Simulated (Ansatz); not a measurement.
Ansatz (a program for electronic structure) input (B3LYP/LANL2DZ): The .json file is the Basis Set Exchange's LANL2DZ.

Ansatz 0.2 input:
```yaml
crystal:
  periodic: [false, false, false]
  atoms:
    - {symbol: N, position_ang: [-1.48290600, -0.71324300, -0.07058700]}
    - {symbol: Si, position_ang: [0.08291600, 0.01954000, 0.01988300]}
    - {symbol: O, position_ang: [0.40891500, -0.38289200, 1.54946200]}
    - {symbol: O, position_ang: [0.01924000, 1.62904900, -0.27892900]}
    - {symbol: O, position_ang: [1.03505200, -0.66239400, -1.11309700]}
    - {symbol: H, position_ang: [-1.55298900, -1.71410600, -0.19121400]}
    - {symbol: H, position_ang: [-2.24869000, -0.35420100, 0.48098500]}
    - {symbol: H, position_ang: [-0.04985500, 2.21288900, 0.48054500]}
    - {symbol: H, position_ang: [1.36540000, -0.09554100, -1.81406100]}
basis:
  gaussian:
    orbitals: LANL2DZ.json
hamiltonian:
  xc: {name: B3LYP}
magnetization: {spin_polarized: true, initial_magnetization: 1}
relax: {f_tol: 0.003, max_steps: 120}
```

Output:

```
Functional definition: B3LYP
integrals: 0.02 GiB planned
829 factors; integrals over basis functions are off by at most 4.8e-5 eV
mean field: 0.27 GiB planned
mean field evaluation 1: about -7788.0434 eV, gradient 6.0e1 eV
mean field evaluation 2: about -7762.4337 eV, gradient 9.9e1 eV
mean field evaluation 4: about -7802.0809 eV, gradient 1.2e1 eV
mean field evaluation 8: about -7802.6711 eV, gradient 2.5e-1 eV
mean field evaluation 16: about -7802.7167 eV, gradient 4.8e-4 eV
mean field evaluation 32: about -7802.1570 eV, gradient 4.4e0 eV
mean field -7802.71671467 eV, -286.7445503927 hartree, gradient 1.3e-5 eV, S^2 0.756545; 2 other end points of the search recorded, 0 dependent functions left out
the calculation of the forces begins
reference -7802.71691276 eV, -286.7445576724 hartree; 20, 19 occupied and 32, 33 virtual orbitals, 829 factors
relax step   1: F+E_penalty+E_count = -7802.71671467 eV  Δ(F+E_penalty+E_count) = +0.000e0 eV  max|allowed force component| = 2.521e0 eV/Å  Δτ_max = 0.0000 Å  (55 SCF iters, accepted)
these checks for a lower state are left out or cut short: starts, cluster_reference, orbital_swaps, neighbouring_geometries, increment
integrals: 0.02 GiB planned
829 factors; integrals over basis functions are off by at most 4.9e-5 eV
mean field: 0.27 GiB planned
mean field -7802.93376655 eV, -286.7525269022 hartree, gradient 1.5e-5 eV, S^2 0.756467; 0 other end points of the search recorded, 0 dependent functions left out
the calculation of the forces begins
reference -7802.93396343 eV, -286.7525341373 hartree; 20, 19 occupied and 32, 33 virtual orbitals, 829 factors
relax step   2: F+E_penalty+E_count = -7802.93376655 eV  Δ(F+E_penalty+E_count) = -2.171e-1 eV  max|allowed force component| = 1.441e0 eV/Å  Δτ_max = 0.0660 Å  (45 SCF iters, accepted)
these checks for a lower state are left out or cut short: starts, cluster_reference, orbital_swaps, neighbouring_geometries, increment
integrals: 0.02 GiB planned
829 factors; integrals over basis functions are off by at most 5.1e-5 eV
mean field: 0.27 GiB planned
mean field -7803.04195179 eV, -286.7565026365 hartree, gradient 2.6e-5 eV, S^2 0.755904; 0 other end points of the search recorded, 0 dependent functions left out
the calculation of the forces begins
reference -7803.04214746 eV, -286.7565098273 hartree; 20, 19 occupied and 32, 33 virtual orbitals, 829 factors
relax step   3: F+E_penalty+E_count = -7803.04195179 eV  Δ(F+E_penalty+E_count) = -1.082e-1 eV  max|allowed force component| = 4.926e-1 eV/Å  Δτ_max = 0.0878 Å  (46 SCF iters, accepted)
these checks for a lower state are left out or cut short: starts, cluster_reference, orbital_swaps, neighbouring_geometries, increment
integrals: 0.02 GiB planned
829 factors; integrals over basis functions are off by at most 5.3e-5 eV
mean field: 0.27 GiB planned
mean field -7803.04545094 eV, -286.7566312279 hartree, gradient 1.7e-5 eV, S^2 0.754261; 0 other end points of the search recorded, 0 dependent functions left out
the calculation of the forces begins
reference -7803.04564662 eV, -286.7566384189 hartree; 20, 19 occupied and 32, 33 virtual orbitals, 829 factors
relax step   4: F+E_penalty+E_count = -7803.04545094 eV  Δ(F+E_penalty+E_count) = -3.499e-3 eV  max|allowed force component| = 6.061e-1 eV/Å  Δτ_max = 0.1435 Å  (60 SCF iters, accepted)
these checks for a lower state are left out or cut short: starts, cluster_reference, orbital_swaps, neighbouring_geometries, increment
integrals: 0.02 GiB planned
829 factors; integrals over basis functions are off by at most 5.3e-5 eV
mean field: 0.27 GiB planned
mean field -7803.07313196 eV, -286.7576484865 hartree, gradient 2.2e-5 eV, S^2 0.754862; 0 other end points of the search recorded, 0 dependent functions left out
the calculation of the forces begins
reference -7803.07332797 eV, -286.7576556899 hartree; 20, 19 occupied and 32, 33 virtual orbitals, 829 factors
relax step   5: F+E_penalty+E_count = -7803.07313196 eV  Δ(F+E_penalty+E_count) = -2.768e-2 eV  max|allowed force component| = 2.891e-1 eV/Å  Δτ_max = 0.0844 Å  (58 SCF iters, accepted)
these checks for a lower state are left out or cut short: starts, cluster_reference, orbital_swaps, neighbouring_geometries, increment
integrals: 0.02 GiB planned
829 factors; integrals over basis functions are off by at most 5.3e-5 eV
mean field: 0.27 GiB planned
mean field evaluation 64: about -7802.6738 eV, gradient 6.3e0 eV
mean field -7803.08415598 eV, -286.7580536118 hartree, gradient 9.6e-6 eV, S^2 0.754687; 0 other end points of the search recorded, 0 dependent functions left out
the calculation of the forces begins
reference -7803.08435161 eV, -286.7580608011 hartree; 20, 19 occupied and 32, 33 virtual orbitals, 829 factors
relax step   6: F+E_penalty+E_count = -7803.08415598 eV  Δ(F+E_penalty+E_count) = -1.102e-2 eV  max|allowed force component| = 3.760e-1 eV/Å  Δτ_max = 0.1999 Å  (61 SCF iters, accepted)
these checks for a lower state are left out or cut short: starts, cluster_reference, orbital_swaps, neighbouring_geometries, increment
integrals: 0.02 GiB planned
829 factors; integrals over basis functions are off by at most 5.0e-5 eV
mean field: 0.27 GiB planned
mean field -7803.10764921 eV, -286.7589169722 hartree, gradient 1.8e-5 eV, S^2 0.754332; 0 other end points of the search recorded, 0 dependent functions left out
[...]
integrals: 0.02 GiB planned
829 factors; integrals over basis functions are off by at most 5.3e-5 eV
mean field: 0.27 GiB planned
mean field evaluation 64: about -7802.6738 eV, gradient 6.3e0 eV
mean field -7803.08415598 eV, -286.7580536118 hartree, gradient 9.6e-6 eV, S^2 0.754687; 0 other end points of the search recorded, 0 dependent functions left out
the calculation of the forces begins
reference -7803.08435161 eV, -286.7580608011 hartree; 20, 19 occupied and 32, 33 virtual orbitals, 829 factors
relax step   6: F+E_penalty+E_count = -7803.08415598 eV  Δ(F+E_penalty+E_count) = -1.102e-2 eV  max|allowed force component| = 3.760e-1 eV/Å  Δτ_max = 0.1999 Å  (61 SCF iters, accepted)
these checks for a lower state are left out or cut short: starts, cluster_reference, orbital_swaps, neighbouring_geometries, increment
integrals: 0.02 GiB planned
829 factors; integrals over basis functions are off by at most 5.0e-5 eV
mean field: 0.27 GiB planned
mean field -7803.10764921 eV, -286.7589169722 hartree, gradient 1.8e-5 eV, S^2 0.754332; 0 other end points of the search recorded, 0 dependent functions left out
the calculation of the forces begins
reference -7803.10784434 eV, -286.7589241429 hartree; 20, 19 occupied and 32, 33 virtual orbitals, 829 factors
relax step   7: F+E_penalty+E_count = -7803.10764921 eV  Δ(F+E_penalty+E_count) = -2.349e-2 eV  max|allowed force component| = 3.903e-1 eV/Å  Δτ_max = 0.2000 Å  (59 SCF iters, accepted)
these checks for a lower state are left out or cut short: starts, cluster_reference, orbital_swaps, neighbouring_geometries, increment
integrals: 0.02 GiB planned
829 factors; integrals over basis functions are off by at most 5.1e-5 eV
mean field: 0.27 GiB planned
mean field -7803.11678676 eV, -286.7592527708 hartree, gradient 1.4e-5 eV, S^2 0.753864; 0 other end points of the search recorded, 0 dependent functions left out
the calculation of the forces begins
reference -7803.11698140 eV, -286.7592599236 hartree; 20, 19 occupied and 32, 33 virtual orbitals, 829 factors
relax step   8: F+E_penalty+E_count = -7803.11678676 eV  Δ(F+E_penalty+E_count) = -9.138e-3 eV  max|allowed force component| = 2.583e-1 eV/Å  Δτ_max = 0.1800 Å  (59 SCF iters, accepted)
these checks for a lower state are left out or cut short: starts, cluster_reference, orbital_swaps, neighbouring_geometries, increment
integrals: 0.02 GiB planned
829 factors; integrals over basis functions are off by at most 5.0e-5 eV
mean field: 0.27 GiB planned
mean field evaluation 96: about -7803.1237 eV, gradient 1.8e-5 eV
mean field -7803.12372678 eV, -286.7595078121 hartree, gradient 5.8e-6 eV, S^2 0.753791; 0 other end points of the search recorded, 0 dependent functions left out
the calculation of the forces begins
reference -7803.12392154 eV, -286.7595149691 hartree; 20, 19 occupied and 32, 33 virtual orbitals, 829 factors
relax step   9: F+E_penalty+E_count = -7803.12372678 eV  Δ(F+E_penalty+E_count) = -6.940e-3 eV  max|allowed force component| = 4.728e-2 eV/Å  Δτ_max = 0.0734 Å  (60 SCF iters, accepted)
these checks for a lower state are left out or cut short: starts, cluster_reference, orbital_swaps, neighbouring_geometries, increment
integrals: 0.02 GiB planned
829 factors; integrals over basis functions are off by at most 5.1e-5 eV
mean field: 0.27 GiB planned
mean field -7803.12374066 eV, -286.7595083219 hartree, gradient 1.6e-5 eV, S^2 0.753557; 0 other end points of the search recorded, 0 dependent functions left out
the calculation of the forces begins
reference -7803.12393545 eV, -286.7595154803 hartree; 20, 19 occupied and 32, 33 virtual orbitals, 829 factors
relax step  10: F+E_penalty+E_count = -7803.12374066 eV  Δ(F+E_penalty+E_count) = -1.387e-5 eV  max|allowed force component| = 1.980e-1 eV/Å  Δτ_max = 0.0601 Å  (57 SCF iters, accepted)
these checks for a lower state are left out or cut short: starts, cluster_reference, orbital_swaps, neighbouring_geometries, increment
integrals: 0.02 GiB planned
829 factors; integrals over basis functions are off by at most 5.1e-5 eV
mean field: 0.27 GiB planned
mean field -7803.12443918 eV, -286.7595339921 hartree, gradient 1.6e-5 eV, S^2 0.753512; 0 other end points of the search recorded, 0 dependent functions left out
the calculation of the forces begins
reference -7803.12463384 eV, -286.7595411458 hartree; 20, 19 occupied and 32, 33 virtual orbitals, 829 factors
relax step  11: F+E_penalty+E_count = -7803.12443918 eV  Δ(F+E_penalty+E_count) = -6.985e-4 eV  max|allowed force component| = 1.720e-1 eV/Å  Δτ_max = 0.0178 Å  (55 SCF iters, accepted)
these checks for a lower state are left out or cut short: starts, cluster_reference, orbital_swaps, neighbouring_geometries, increment
integrals: 0.02 GiB planned
829 factors; integrals over basis functions are off by at most 5.1e-5 eV
mean field: 0.27 GiB planned
mean field -7803.12530003 eV, -286.7595656278 hartree, gradient 1.6e-5 eV, S^2 0.753503; 0 other end points of the search recorded, 0 dependent functions left out
the calculation of the forces begins
reference -7803.12549474 eV, -286.7595727834 hartree; 20, 19 occupied and 32, 33 virtual orbitals, 829 factors
relax step  12: F+E_penalty+E_count = -7803.12530003 eV  Δ(F+E_penalty+E_count) = -8.609e-4 eV  max|allowed force component| = 1.885e-2 eV/Å  Δτ_max = 0.0105 Å  (50 SCF iters, accepted)
these checks for a lower state are left out or cut short: starts, cluster_reference, orbital_swaps, neighbouring_geometries, increment
integrals: 0.02 GiB planned
829 factors; integrals over basis functions are off by at most 5.1e-5 eV
mean field: 0.27 GiB planned
mean field evaluation 128: about -7803.1253 eV, gradient 2.1e-5 eV
mean field -7803.12534284 eV, -286.7595672010 hartree, gradient 2.1e-5 eV, S^2 0.753495; 0 other end points of the search recorded, 0 dependent functions left out
the calculation of the forces begins
reference -7803.12553758 eV, -286.7595743577 hartree; 20, 19 occupied and 32, 33 virtual orbitals, 829 factors
relax step  13: F+E_penalty+E_count = -7803.12534284 eV  Δ(F+E_penalty+E_count) = -4.281e-5 eV  max|allowed force component| = 2.589e-2 eV/Å  Δτ_max = 0.0106 Å  (51 SCF iters, accepted)
these checks for a lower state are left out or cut short: starts, cluster_reference, orbital_swaps, neighbouring_geometries, increment
integrals: 0.02 GiB planned
829 factors; integrals over basis functions are off by at most 5.1e-5 eV
mean field: 0.27 GiB planned
mean field -7803.12539979 eV, -286.7595692939 hartree, gradient 1.0e-5 eV, S^2 0.753508; 0 other end points of the search recorded, 0 dependent functions left out
the calculation of the forces begins
reference -7803.12559451 eV, -286.7595764498 hartree; 20, 19 occupied and 32, 33 virtual orbitals, 829 factors
relax step  14: F+E_penalty+E_count = -7803.12539979 eV  Δ(F+E_penalty+E_count) = -5.695e-5 eV  max|allowed force component| = 3.691e-3 eV/Å  Δτ_max = 0.0038 Å  (51 SCF iters, accepted)
these checks for a lower state are left out or cut short: starts, cluster_reference, orbital_swaps, neighbouring_geometries, increment
integrals: 0.02 GiB planned
829 factors; integrals over basis functions are off by at most 5.1e-5 eV
mean field: 0.27 GiB planned
mean field -7803.12540166 eV, -286.7595693626 hartree, gradient 8.4e-6 eV, S^2 0.753511; 0 other end points of the search recorded, 0 dependent functions left out
the calculation of the forces begins
reference -7803.12559638 eV, -286.7595765185 hartree; 20, 19 occupied and 32, 33 virtual orbitals, 829 factors
relax step  15: F+E_penalty+E_count = -7803.12540166 eV  Δ(F+E_penalty+E_count) = -1.870e-6 eV  max|allowed force component| = 2.804e-3 eV/Å  Δτ_max = 0.0011 Å  (44 SCF iters, accepted)
integrals: 0.02 GiB planned
829 factors; integrals over basis functions are off by at most 5.1e-5 eV
mean field: 0.27 GiB planned
mean field evaluation 160: about -7803.1254 eV, gradient 3.3e-3 eV
mean field -7803.12540166 eV, -286.7595693626 hartree, gradient 8.4e-6 eV, S^2 0.753511; 3 other end points of the search recorded, 0 dependent functions left out
the calculation of the forces begins
reference -7803.12559638 eV, -286.7595765185 hartree; 20, 19 occupied and 32, 33 virtual orbitals, 829 factors
Total energy: -7803.12559638 eV, -286.7595765185 hartree
Atom 0 at    -1.509427    -0.787738     0.031819 Å, force    -0.001209    -0.002804    -0.000234 eV/Å
Atom 1 at     0.004000     0.009224     0.045810 Å, force     0.001204     0.000727    -0.000273 eV/Å
Atom 2 at     0.560923    -0.193648     1.674379 Å, force    -0.000680     0.000165    -0.000130 eV/Å
Atom 3 at     0.115948     1.664343    -0.220134 Å, force     0.000022     0.000176     0.001195 eV/Å
Atom 4 at     0.859384    -0.685221    -1.200639 Å, force    -0.000724    -0.000756    -0.000509 eV/Å
Atom 5 at    -1.773399    -1.404119    -0.727907 Å, force     0.000571     0.001381     0.000990 eV/Å
Atom 6 at    -2.160903    -0.766929     0.805713 Å, force     0.000252     0.000597    -0.000278 eV/Å
Atom 7 at    -0.121226     2.412029     0.347269 Å, force     0.000127    -0.000013    -0.000711 eV/Å
Atom 8 at     1.601782    -0.308839    -1.693323 Å, force     0.000438     0.000527    -0.000050 eV/Å
Dipole moment:    -0.393143     0.241460    -0.162195 e Å
```

The geometry given is a B3LYP-D3(BJ)/def2-TZVP minimum.
